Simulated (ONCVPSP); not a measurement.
Cu: one change to an ONCV potential, before and after

```json
{
  "Element": "copper",
  "Generator": "ONCVPSP 4.0.1",
  "Type": "optimised norm-conserving Vanderbilt (ONCV)",
  "Functional": "PBE",
  "Relativity": "fully relativistic",
  "Frozen core": "[Ne] 3s2",
  "Valence charge": "17",
  "Reference configuration": "3p6 3d9 4s2",
  "Partial waves": "4s: rc 1.80 bohr, ncon 4, nbas 9, qcut 4.4 1/bohr, 2 projectors, debl 3.3 Ha; 3p: rc 0.90 bohr, ncon 3, nbas 8, qcut 13.2 1/bohr, 2 projectors, debl 2.9 Ha; 3d: rc 0.90 bohr, ncon 4, nbas 9, qcut 13.8 1/bohr, 1 projector",
  "Local potential": "polynomial inside 0.85 bohr (lpopt 5, dvloc0 0 Ha)",
  "Core correction": "none"
}
```

Open shells are filled in proportion to 2j + 1.

Change: s: qcut 3.9; p: qcut 11.8; d: qcut 12.3.

Cutoffs: the cutoffs (Ha) at which the residual kinetic energy of the hardest occupied pseudo-wave falls to 1 and 0.1 mHa per electron; they do not see the model core or the augmentation charge, which bear on the density cutoff. Errors are all-electron minus pseudo energies relative to the spin-unpolarised reference configuration.

**Question.** What does the change do?

**Answer.** The potential gets harder (93 Ha and 326 Ha → 245 Ha and 387 Ha); both files keep a bound ghost (s); the errors of the 4 common tests hardly move.

```csv
quantity,base,changed
"cutoff, loose",93 Ha,245 Ha
"cutoff, tight",326 Ha,387 Ha
loose cutoff by channel,"s 6.1 Ha, p 45 Ha, d 93 Ha","s 5.8 Ha, p 46 Ha, d 245 Ha"
bound ghosts,s,s
GHOST(+) flags under 300 eV,none,none
"error for 3p6 3d10 4s1, meV [ΔE -1.97 eV]",-56,-54
"error for 3p6 3d10 4s0, meV [ΔE 6.18 eV]",-124,-119
"error for 3p6 3d9 4s0, meV [ΔE 27.51 eV]",-34,-32
"error for 3p6 3d8 4s0, meV [ΔE 66.53 eV]",+107,+101
s: phases at 1.82 bohr within 0.05 rad from the reference energy up to (Ha; the scan ends near 5),to the end of the scan,to the end of the scan
p3/2: phases at 0.91 bohr within 0.05 rad from the reference energy up to (Ha; the scan ends near 5),to the end of the scan,to the end of the scan
p1/2: phases at 0.91 bohr within 0.05 rad from the reference energy up to (Ha; the scan ends near 5),to the end of the scan,to the end of the scan
d5/2: phases at 0.91 bohr within 0.05 rad from the reference energy up to (Ha; the scan ends near 5),to the end of the scan,to the end of the scan
d3/2: phases at 0.91 bohr within 0.05 rad from the reference energy up to (Ha; the scan ends near 5),to the end of the scan,to the end of the scan
```

 A true bound ghost makes a file unfit for plane-wave use even where its test errors are small: the radial tests pick states by their node count and pass the ghost by.
